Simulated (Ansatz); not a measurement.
One change: `O/C=C\CBr` becomes `C=C/C=C\O`.

Ansatz, PBE0-D4/def2-TZVP geometries, multiplicity 1. Each molecule was computed in one conformer, which needn't be the lowest.

Scalar relativity is left out up to krypton.

```csv
property,`O/C=C\CBr`
HOMO–LUMO gap (ωB97M-V/def2-TZVPP) / eV,10.56
LUMO energy (B3LYP/def2-TZVPP) / eV,-0.71
LUMO energy (PBE/def2-TZVPP) / eV,-1.42
HOMO energy (B3LYP/def2-TZVPP) / eV,-6.61
size of the dipole moment (ωB97M-V/def2-TZVPP) / D,3.74
HOMO energy (PBE/def2-TZVPP) / eV,-5.67
```

(1) What does the change do to each property? (Estimate.)

## Answers

(1) The calculation gave: 
```json
{"property": "HOMO–LUMO gap (ωB97M-V/def2-TZVPP) / eV", "`C=C/C=C\\O`": "9.73", "shift": "-0.83"}
{"property": "LUMO energy (B3LYP/def2-TZVPP) / eV", "`C=C/C=C\\O`": "-0.83", "shift": "-0.12"}
{"property": "LUMO energy (PBE/def2-TZVPP) / eV", "`C=C/C=C\\O`": "-1.52", "shift": "-0.10"}
{"property": "HOMO energy (B3LYP/def2-TZVPP) / eV", "`C=C/C=C\\O`": "-6.02", "shift": "0.59"}
{"property": "size of the dipole moment (ωB97M-V/def2-TZVPP) / D", "`C=C/C=C\\O`": "0.62", "shift": "-3.12"}
{"property": "HOMO energy (PBE/def2-TZVPP) / eV", "`C=C/C=C\\O`": "-5.19", "shift": "0.48"}
```

With PBE0 the HOMO rises by 0.61 eV and the LUMO falls by 0.14 eV, so the gap narrows by about 0.75 eV. PBE moves the HOMO by 0.48 eV and ωB97M-V by 0.70 eV. Dipoles are sizes alone; their direction can turn.

B3LYP here is the variant with VWN-RPA as its local correlation; programs differ in this.

Spin–orbit coupling is left out; it splits and shifts lone-pair levels of the heavy atoms by tenths of an eV.
